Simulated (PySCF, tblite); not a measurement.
C6H10O3Si.
SMILES with atom numbers: `[O:1]=[C:2]([OH:3])[CH2:4][SiH2:5][O:6][C@:7]12[CH2:8][C@H:9]1[CH2:10]2` (hydrogens: H11 on O3; H12, H13 on C4; H14, H15 on Si5; H16, H17 on C8; H18 on C9; H19, H20 on C10)

Structure used (GFN2-xTB), in Å, numbered top down from 1:
```xyz
20
C6H10O3Si angstrom
O      3.9985    0.5110   -0.9643
C      3.4376    0.2449    0.0673
O      3.7740    0.8416    1.2266
C      2.2951   -0.6778    0.2235
Si     0.7387    0.3568   -0.1314
O     -0.4291   -0.7503    0.0960
C     -1.7682   -0.6033   -0.0031
C     -2.6500   -0.3735   -1.1852
C     -2.7025    0.5595   -0.0094
C     -2.8161   -0.4957    1.0541
H      4.4977    1.4701    1.0783
H      2.3760   -1.4881   -0.4959
H      2.2691   -1.0762    1.2340
H      0.6163    1.4689    0.8164
H      0.7349    0.8799   -1.4974
H     -2.1762   -0.0117   -2.0888
H     -3.4803   -1.0484   -1.3631
H     -2.5758    1.6167    0.0571
H     -2.4852   -0.2359    2.0517
H     -3.6595   -1.1778    1.0346
```

Computed, not measured: PBE0/pcSseg-1 in PySCF (dipole) on a GFN2-xTB geometry, gas phase.

Masses are those of the commonest isotopes; rigid-rotor values at the optimised geometry. The values belong to one conformer with, in the numbering `[O:1]=[C:2]([OH:3])[CH2:4][SiH2:5][O:6][C@:7]12[CH2:8][C@H:9]1[CH2:10]2`, O1–C2–O3–H 0°, O1–C2–C4–Si5 -86°, C2–C4–Si5–O6 -179°, C4–Si5–O6–C7 179°, Si5–O6–C7–C8 69°.

Problem. What are A, B and C (cm⁻¹)?

Solution. Ia = 134.47, Ib = 1103.79, Ic = 1143.71 u·Å²; 505379 MHz·u·Å²/I gives 3758, 457.9 and 441.9 MHz, that is A = 0.12537, B = 0.01527, C = 0.01474 cm⁻¹.

Problem. Classify the top.

Solution. A near-prolate asymmetric top: κ = (2 × 457.9 − 3758 − 441.9)/(3758 − 441.9) = -0.99.

Problem. Is it planar, by Δ = Ic − Ia − Ib?

Solution. Not planar: Δ = Ic − Ia − Ib = -94.55 u·Å². For a rigid frame Δ = −2 Σ m c², so Σ m c² = 47.27 u·Å² lies off the ab plane: 13.11 from hydrogen and 34.17 from heavier atoms. The atom farthest from that plane is 1.93 Å away.

Problem. List the rotational levels J(Ka,Kc) to J = 4 (cm⁻¹).

Solution. Above 0(0,0):
J = 1: 1(0,1) 0.0300, 1(1,1) 0.1401, 1(1,0) 0.1406
J = 2: 2(0,2) 0.0900, 2(1,2) 0.1996, 2(1,1) 0.2012, 2(2,1) 0.5315, 2(2,0) 0.5315
J = 3: 3(0,3) 0.1801, 3(1,3) 0.2888, 3(1,2) 0.2920, 3(2,2) 0.6215, 3(2,1) 0.6215, 3(3,1) 1.1733, 3(3,0) 1.1733
J = 4: 4(0,4) 0.3001, 4(1,4) 0.4078, 4(1,3) 0.4131, 4(2,3) 0.7416, 4(2,2) 0.7416, 4(3,2) 1.2934, 4(3,1) 1.2934, 4(4,1) 2.0659, 4(4,0) 2.0659
Those of J = 1 are B + C, A + C and A + B.

Problem. Predict some low-J microwave lines.

Solution. The dipole components are |μa| = 0.70 D, |μb| = 1.42 D, |μc| = 0.78 D. The squared components, which scale the intensities, stand as 0.24 : 1.00 : 0.30 (a : b : c). Some lines, for components of 0.1 D or more:

```csv
type,branch,"J(Ka,Kc)",MHz,lower level (cm⁻¹)
a,R,"1(0,1) ← 0(0,0)",900,0.000
a,R,"2(1,2) ← 1(1,1)",1783,0.140
a,R,"2(0,2) ← 1(0,1)",1799,0.030
a,R,"2(1,1) ← 1(1,0)",1815,0.141
a,R,"3(1,3) ← 2(1,2)",2675,0.200
a,R,"3(2,2) ← 2(2,1)",2699,0.531
a,R,"3(2,1) ← 2(2,0)",2699,0.531
a,R,"3(1,2) ← 2(1,1)",2723,0.201
c,Q,"3(1,3) ← 3(0,3)",3261,0.180
c,Q,"1(1,1) ← 1(0,1)",3301,0.030
c,R,"1(1,0) ← 0(0,0)",4216,0.000
b,R,"2(1,2) ← 1(0,1)",5084,0.030
c,Q,"3(2,2) ← 3(1,2)",9878,0.292
c,Q,"2(2,1) ← 2(1,1)",9902,0.201
b,Q,"2(2,0) ← 2(1,1)",9902,0.201
b,Q,"2(2,1) ← 2(1,2)",9950,0.200
b,R,"2(2,1) ← 1(1,0)",11717,0.141
c,R,"2(2,1) ← 1(1,1)",11733,0.140
b,R,"3(2,2) ← 2(1,1)",12601,0.201
c,R,"3(2,2) ← 2(1,2)",12649,0.200
b,R,"3(3,1) ← 2(2,0)",19242,0.531
c,R,"3(3,0) ← 2(2,0)",19242,0.531
```

Problem. Estimate the classical rotational partition function at 200 K, 298.15 K and 500 K.

Solution. Point group C1, symmetry number σ = 1; q = (√π/σ)·√((kT/h)³/(ABC)), k/h = 20836.6 MHz/K: 547000 at 200 K, 995000 at 298.15 K, 2160000 at 500 K.

Its lowest GFN2-xTB frequency is 14i cm⁻¹, too small to tell a flat minimum from a shallow saddle. Constants of a rigid frame at the computed geometry: no zero-point averaging, no centrifugal distortion.
